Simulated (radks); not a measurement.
Q: Radial electron density D(r) = 4 pi r^2 rho(r) of an atom or ion with 67 electrons. Method: scalar-relativistic Kohn-Sham, r2SCAN, spin-unpolarised, spherical densities, finite nucleus; meta-GGA in the generalised Kohn-Sham scheme; Fermi nuclear charge, rms radius of each element as measured or else 0.836 A^(1/3) + 0.57 fm; computed with a radial shooting solver on a logarithmic mesh with Libxc functionals.

r (bohr),D(r) (e/bohr)
0.002288,17.80
0.00315,27.69
0.004304,40.85
0.005927,57.40
0.008162,74.47
0.01124,87.02
0.01548,89.76
0.02132,83.39
0.02936,80.09
0.04043,94.46
0.05568,116.9
0.07667,114.4
0.1056,92.62
0.1442,98.62
0.1986,103.8
0.2736,63.27
0.3767,49.31
0.5188,56.78
0.7145,34.48
0.9839,16.91
1.355,10.42
1.866,4.530
2.57,1.394
3.511,0.7370
4.835,0.4139
6.658,0.1126
9.169,0.01105
12.63,0.0003137

What is the nuclear charge?

A: Z = 67. The innermost maximum, from 1s, lies near gamma/Z bohr with gamma = sqrt(1 - (Z/c)^2) = 0.872, here 0.013 bohr (found: 0.0143), and its height grows with Z. The density is that of neutral holmium in [Xe] 4f11 6s2; the configuration itself is not fixed sharply by these data, and Z only to a few units. D(r) has 4 maxima, at r = 0.0143, 0.0638, 0.178, 0.487 bohr, and minima at 0.0273, 0.116, 0.345 bohr, inside which lie 1.93, 11.09, 29.49 electrons.
